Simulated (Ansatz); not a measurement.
Two members of one family (Series TeX2), computed with Ansatz in the gas phase; def2 core potentials for Te, no spin–orbit coupling. The two geometries come from different levels. Binding counts from free atoms in the multiplicity of their measured ground term, without zero-point energy. A dash marks a value that wasn't run or was left out as unsound. The structures are stationary points that may keep the symmetry of their start.

First: TeBr2 (singlet, charge 0, r2SCAN-D4/def2-TZVP geometry).

```
atom    x (Å)    y (Å)    z (Å)
 Te1  -0.4343   0.0995  -0.9597
 Br2   0.6017  -1.8936   0.1144
 Br3  -0.1674   1.7941   0.8453
```

| level | HOMO (eV) | LUMO (eV) | gap (eV) | vertical IE (eV) | vertical triplet (eV) | binding per atom (eV) |
| --- | --- | --- | --- | --- | --- | --- |
| PBE-D4/def2-SVP | -5.30 | -3.66 | 1.64 | – | – | 1.76 |
| PBE-D4/def2-TZVP | -5.44 | -3.74 | 1.70 | 8.28 | 1.50 | 1.82 |
| r2SCAN-D4/def2-TZVPD | -5.73 | -3.72 | 2.01 | – | – | 1.70 |
| PBE0-D4/def2-SVP | -6.49 | -2.97 | 3.52 | – | – | 1.61 |
| PBE0-D4/def2-TZVP | -6.56 | -2.99 | 3.58 | 8.54 | 1.62 | 1.69 |

Second: TeH2 (singlet, charge 0, PBE0-D4/def2-TZVP geometry).

```xyz
3

Te    0.111    0.340    0.691
H     0.298   -1.196    0.102
H    -0.409    0.856   -0.794
```

Task: Estimate the same table for the second.

Result: 
```json
{"level": "PBE-D4/def2-SVP", "HOMO (eV)": "-5.35", "LUMO (eV)": "-1.37", "gap (eV)": "3.97", "vertical IE (eV)": "–", "vertical triplet (eV)": "–", "binding per atom (eV)": "2.04"}
{"level": "PBE-D4/def2-TZVP", "HOMO (eV)": "-5.51", "LUMO (eV)": "-1.53", "gap (eV)": "3.98", "vertical IE (eV)": "8.96", "vertical triplet (eV)": "3.78", "binding per atom (eV)": "2.06"}
{"level": "r2SCAN-D4/def2-TZVPD", "HOMO (eV)": "-5.78", "LUMO (eV)": "-1.34", "gap (eV)": "4.43", "vertical IE (eV)": "–", "vertical triplet (eV)": "–", "binding per atom (eV)": "2.04"}
{"level": "PBE0-D4/def2-SVP", "HOMO (eV)": "-6.45", "LUMO (eV)": "-0.55", "gap (eV)": "5.90", "vertical IE (eV)": "–", "vertical triplet (eV)": "–", "binding per atom (eV)": "1.99"}
{"level": "PBE0-D4/def2-TZVP", "HOMO (eV)": "-6.57", "LUMO (eV)": "-0.69", "gap (eV)": "5.88", "vertical IE (eV)": "8.98", "vertical triplet (eV)": "3.79", "binding per atom (eV)": "2.02"}
```
